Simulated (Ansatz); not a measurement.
Molecular dynamics of FH3S2Si

Input:

```yaml
crystal:
  periodic: [false, false, false]
  atoms:
    - { symbol: F, position_ang: [-1.09832, 1.544033, -1.591763] }
    - { symbol: Si, position_ang: [-0.13662, 0.812861, -0.503075] }
    - { symbol: S, position_ang: [-1.286537, -0.80163, 0.360952] }
    - { symbol: S, position_ang: [0.32532, -1.364012, 1.625802] }
    - { symbol: H, position_ang: [1.049141, 0.269821, -1.212867] }
    - { symbol: H, position_ang: [0.243946, 1.80212, 0.534218] }
    - { symbol: H, position_ang: [0.90307, -2.263193, 0.786734] }
basis:
  gaussian: { orbitals: def2-SVP }
hamiltonian:
  xc: b3lyp
  dispersion: d4
md:
  timestep: 0.5
  n_steps: 100
  ensemble: nvt_langevin
  temperature: 300.0
  initial_velocities: maxwell_boltzmann
  seed: 926909
  friction: 0.001
scf:
  lower_state_search: "off"
```

Launched with:

```bash
$ ansatz run input.yaml --threads 1 --pin off --max-ram 2048MiB --backend cpu --events-out ev --progress --plain --runs-dir out
```

It starts from a relaxed structure.

Output, in part (one step line in 2, the closing report, with atoms numbered from 0):

```
md step     0: t =     0.00 fs  T =   257.1 K  F+E_penalty+E_count = -32306.39624062 eV  E_kin = 0.232668 eV  (13 SCF iters)
md step     2: t =     1.00 fs  T =   254.4 K  F+E_penalty+E_count = -32306.39212676 eV  E_kin = 0.230181 eV  (20 SCF iters)
md step     4: t =     2.00 fs  T =   238.5 K  F+E_penalty+E_count = -32306.38111208 eV  E_kin = 0.215794 eV  (14 SCF iters)
md step     6: t =     3.00 fs  T =   219.5 K  F+E_penalty+E_count = -32306.36854386 eV  E_kin = 0.198590 eV  (14 SCF iters)
md step     8: t =     4.00 fs  T =   205.5 K  F+E_penalty+E_count = -32306.35925601 eV  E_kin = 0.185955 eV  (13 SCF iters)
md step    10: t =     5.00 fs  T =   197.8 K  F+E_penalty+E_count = -32306.35578381 eV  E_kin = 0.178968 eV  (14 SCF iters)
md step    12: t =     6.00 fs  T =   196.0 K  F+E_penalty+E_count = -32306.35468302 eV  E_kin = 0.177355 eV  (13 SCF iters)
md step    14: t =     7.00 fs  T =   195.1 K  F+E_penalty+E_count = -32306.35020388 eV  E_kin = 0.176508 eV  (13 SCF iters)
md step    16: t =     8.00 fs  T =   186.1 K  F+E_penalty+E_count = -32306.34167314 eV  E_kin = 0.168358 eV  (13 SCF iters)
md step    18: t =     9.00 fs  T =   176.2 K  F+E_penalty+E_count = -32306.33115988 eV  E_kin = 0.159431 eV  (13 SCF iters)
md step    20: t =    10.00 fs  T =   175.3 K  F+E_penalty+E_count = -32306.32423804 eV  E_kin = 0.158587 eV  (14 SCF iters)
md step    22: t =    11.00 fs  T =   171.5 K  F+E_penalty+E_count = -32306.32426763 eV  E_kin = 0.155209 eV  (13 SCF iters)
md step    24: t =    12.00 fs  T =   181.4 K  F+E_penalty+E_count = -32306.33084812 eV  E_kin = 0.164128 eV  (14 SCF iters)
md step    26: t =    13.00 fs  T =   185.7 K  F+E_penalty+E_count = -32306.34125403 eV  E_kin = 0.168051 eV  (14 SCF iters)
md step    28: t =    14.00 fs  T =   199.3 K  F+E_penalty+E_count = -32306.35241830 eV  E_kin = 0.180289 eV  (13 SCF iters)
md step    30: t =    15.00 fs  T =   211.2 K  F+E_penalty+E_count = -32306.36081531 eV  E_kin = 0.191089 eV  (14 SCF iters)
md step    32: t =    16.00 fs  T =   201.6 K  F+E_penalty+E_count = -32306.36345718 eV  E_kin = 0.182395 eV  (14 SCF iters)
md step    34: t =    17.00 fs  T =   202.2 K  F+E_penalty+E_count = -32306.36151275 eV  E_kin = 0.182941 eV  (14 SCF iters)
md step    36: t =    18.00 fs  T =   193.8 K  F+E_penalty+E_count = -32306.35829085 eV  E_kin = 0.175373 eV  (14 SCF iters)
md step    38: t =    19.00 fs  T =   199.4 K  F+E_penalty+E_count = -32306.35724406 eV  E_kin = 0.180405 eV  (14 SCF iters)
md step    40: t =    20.00 fs  T =   204.1 K  F+E_penalty+E_count = -32306.35959265 eV  E_kin = 0.184664 eV  (13 SCF iters)
md step    42: t =    21.00 fs  T =   205.9 K  F+E_penalty+E_count = -32306.36253295 eV  E_kin = 0.186306 eV  (13 SCF iters)
md step    44: t =    22.00 fs  T =   209.1 K  F+E_penalty+E_count = -32306.36290092 eV  E_kin = 0.189187 eV  (13 SCF iters)
md step    46: t =    23.00 fs  T =   196.3 K  F+E_penalty+E_count = -32306.35771335 eV  E_kin = 0.177577 eV  (13 SCF iters)
md step    48: t =    24.00 fs  T =   182.1 K  F+E_penalty+E_count = -32306.34827942 eV  E_kin = 0.164728 eV  (14 SCF iters)
md step    50: t =    25.00 fs  T =   169.9 K  F+E_penalty+E_count = -32306.33829610 eV  E_kin = 0.153766 eV  (14 SCF iters)
md step    52: t =    26.00 fs  T =   169.8 K  F+E_penalty+E_count = -32306.33231562 eV  E_kin = 0.153641 eV  (14 SCF iters)
md step    54: t =    27.00 fs  T =   173.2 K  F+E_penalty+E_count = -32306.33284330 eV  E_kin = 0.156755 eV  (13 SCF iters)
md step    56: t =    28.00 fs  T =   172.8 K  F+E_penalty+E_count = -32306.33897229 eV  E_kin = 0.156333 eV  (13 SCF iters)
md step    58: t =    29.00 fs  T =   185.0 K  F+E_penalty+E_count = -32306.34769360 eV  E_kin = 0.167371 eV  (13 SCF iters)
md step    60: t =    30.00 fs  T =   191.0 K  F+E_penalty+E_count = -32306.35457172 eV  E_kin = 0.172862 eV  (13 SCF iters)
md step    62: t =    31.00 fs  T =   188.9 K  F+E_penalty+E_count = -32306.35641958 eV  E_kin = 0.170926 eV  (13 SCF iters)
md step    64: t =    32.00 fs  T =   186.1 K  F+E_penalty+E_count = -32306.35382436 eV  E_kin = 0.168399 eV  (13 SCF iters)
md step    66: t =    33.00 fs  T =   184.7 K  F+E_penalty+E_count = -32306.35170143 eV  E_kin = 0.167138 eV  (14 SCF iters)
md step    68: t =    34.00 fs  T =   179.1 K  F+E_penalty+E_count = -32306.35566271 eV  E_kin = 0.162041 eV  (14 SCF iters)
md step    70: t =    35.00 fs  T =   181.7 K  F+E_penalty+E_count = -32306.36510460 eV  E_kin = 0.164393 eV  (14 SCF iters)
md step    72: t =    36.00 fs  T =   189.9 K  F+E_penalty+E_count = -32306.37481740 eV  E_kin = 0.171800 eV  (14 SCF iters)
md step    74: t =    37.00 fs  T =   193.8 K  F+E_penalty+E_count = -32306.37904447 eV  E_kin = 0.175310 eV  (14 SCF iters)
md step    76: t =    38.00 fs  T =   184.7 K  F+E_penalty+E_count = -32306.37469367 eV  E_kin = 0.167079 eV  (14 SCF iters)
md step    78: t =    39.00 fs  T =   178.2 K  F+E_penalty+E_count = -32306.36346328 eV  E_kin = 0.161281 eV  (14 SCF iters)
md step    80: t =    40.00 fs  T =   162.1 K  F+E_penalty+E_count = -32306.35070911 eV  E_kin = 0.146706 eV  (14 SCF iters)
md step    82: t =    41.00 fs  T =   148.6 K  F+E_penalty+E_count = -32306.34302943 eV  E_kin = 0.134469 eV  (14 SCF iters)
md step    84: t =    42.00 fs  T =   153.2 K  F+E_penalty+E_count = -32306.34321296 eV  E_kin = 0.138597 eV  (14 SCF iters)
md step    86: t =    43.00 fs  T =   167.5 K  F+E_penalty+E_count = -32306.34850766 eV  E_kin = 0.151528 eV  (14 SCF iters)
md step    88: t =    44.00 fs  T =   167.9 K  F+E_penalty+E_count = -32306.35218523 eV  E_kin = 0.151947 eV  (14 SCF iters)
md step    90: t =    45.00 fs  T =   157.7 K  F+E_penalty+E_count = -32306.34958189 eV  E_kin = 0.142688 eV  (14 SCF iters)
md step    92: t =    46.00 fs  T =   146.3 K  F+E_penalty+E_count = -32306.34148212 eV  E_kin = 0.132368 eV  (13 SCF iters)
md step    94: t =    47.00 fs  T =   145.8 K  F+E_penalty+E_count = -32306.33444545 eV  E_kin = 0.131906 eV  (13 SCF iters)
md step    96: t =    48.00 fs  T =   143.7 K  F+E_penalty+E_count = -32306.33521617 eV  E_kin = 0.130014 eV  (13 SCF iters)
md step    98: t =    49.00 fs  T =   157.3 K  F+E_penalty+E_count = -32306.34558910 eV  E_kin = 0.142286 eV  (13 SCF iters)
md step   100: t =    50.00 fs  T =   169.8 K  F+E_penalty+E_count = -32306.35942049 eV  E_kin = 0.153625 eV  (13 SCF iters)
Total energy: -32306.35963361 eV, -1187.2368184980 hartree
Atom 0 at    -0.953548     1.773369    -1.435384 Å, force     0.050099     0.074971     0.094700 eV/Å
Atom 1 at    -0.040275     0.803542    -0.501670 Å, force    -0.760162    -0.710293    -0.151929 eV/Å
Atom 2 at    -1.390944    -0.663255     0.425429 Å, force    -0.034640     0.559158    -0.202582 eV/Å
Atom 3 at     0.191687    -1.552910     1.490955 Å, force     0.192384    -0.257302    -0.200819 eV/Å
Atom 4 at     0.856215     0.051474    -1.403707 Å, force     0.233844     0.042513    -0.004506 eV/Å
Atom 5 at     0.628766     1.576327     0.540691 Å, force     0.226148     0.266650     0.208832 eV/Å
Atom 6 at     0.525919    -2.424862     0.495853 Å, force     0.092326     0.024304     0.256304 eV/Å
Dipole moment:     0.365938    -0.172783    -0.015907 e Å
```

The run went to its last step. The mean temperature of the second half is 43 % below the set value. A run of 0.05 ps of so small a system gives no equilibrium averages.

The same pairs are bonded in the first frame and the last. Pairs count as bonded within 1.25 times the sum of covalent radii (0.12 Å more for H–H).

Last frame:

```xyz
7
Properties=species:S:1:pos:R:3
F -0.954 1.773 -1.435
Si -0.040 0.803 -0.502
S -1.391 -0.663 0.425
S 0.192 -1.553 1.491
H 0.856 0.051 -1.404
H 0.629 1.576 0.541
H 0.526 -2.425 0.496
```

Time of the run: 3.5 min on 1 thread of Arm Neoverse V1, with other jobs on the host, peak memory 0.14 GiB.
